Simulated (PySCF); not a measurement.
Which determinant of LiBi lies lowest?

Unrestricted PBE0; PySCF, scalar-relativistic core potentials, basis sets Li aug-cc-pVDZ, Bi aug-cc-pVDZ-PP with ECP60. Outer shells of the fragments: Li 2s1; Bi 5d10 6s2 6p3.

Followed along the bond (rough minima from three points):

```
2Ms+1  unpaired  ⟨S²⟩ at the start  R at minimum (Å)  Te (eV)
    3      π ↑↑               2.01              2.70     0.00
    1      π ↑↓               1.00              2.68     0.30
    1      none               0.00              2.67     1.10
    3  σ ↑, π ↑               2.00  none in the scan   ≤ 0.84
    1  σ ↓, π ↑               1.01  none in the scan   ≤ 1.16
```

Solutions found at the starting distance of 2.745 Å, counted from the lowest of them; the search is not exhaustive and high or unbound solutions are not listed, so other states can lie among these:

```csv
2Ms+1,unpaired,term,E (eV),⟨S²⟩,⟨Lz²⟩,μ (D)
3,π ↑↑,³Σ⁻,0.00,2.01,0.00,-6.00
1,π ↑↓,mixed,0.30,1.00,2.01,-6.05
3,"σ ↑, π ↑",³Π,0.88,2.00,1.01,-6.62
1,none,mixed,1.10,0.00,2.00,-5.96
1,"σ ↓, π ↑",mixed,1.17,1.01,1.01,-6.58
5,"σ ↑↑, π ↑↑",⁵Σ⁻,1.83,6.00,0.00,4.12
```

A term symbol is given only where ⟨S²⟩ and ⟨Lz²⟩ are close to those of a pure state; real π, δ and φ orbitals otherwise mix terms. A positive dipole means Li(−)Bi(+).

These are scalar-relativistic numbers at best; spin–orbit coupling would shift them, the dissociation energy most. Counting both spins, an empty level lies below a filled one in some of these solutions, because spin and occupation are held.
